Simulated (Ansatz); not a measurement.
Ansatz (a quantum-chemistry and plane-wave program) input:
A basis named .json is the Basis Set Exchange file of that set.

Ansatz 0.2 input:
```yaml
crystal:
  periodic: [false, false, false]
  atoms:
    - {symbol: Li, position_ang: [-1.10544332, -0.64455546, -0.93118323]}
    - {symbol: C, position_ang: [0.27006175, 0.15746604, 0.22748971]}
    - {symbol: H, position_ang: [0.85191820, -0.59472364, 0.77579538]}
    - {symbol: H, position_ang: [-0.15466566, 0.82698661, 0.98665647]}
    - {symbol: H, position_ang: [0.99870689, 0.75660719, -0.33384040]}
basis:
  gaussian:
    orbitals: def2-QZVPPD.json
    fitting: {mean_field: def2-universal-jkfit, correlation: def2-QZVPPD-RIFIT.json}
total_charge: 1
magnetization: {spin_polarized: true, initial_magnetization: 1}
correlation: {method: mp2, electrons: outside_noble_gas}
```

Problem. Which total energy does the run end on?

Solution. -46.98508 Eh (RI-MP2/def2-QZVPPD). The basis has 197 functions.

This state (charge 1, doublet) is run at the relaxed geometry of the species with charge 0 and multiplicity 1.
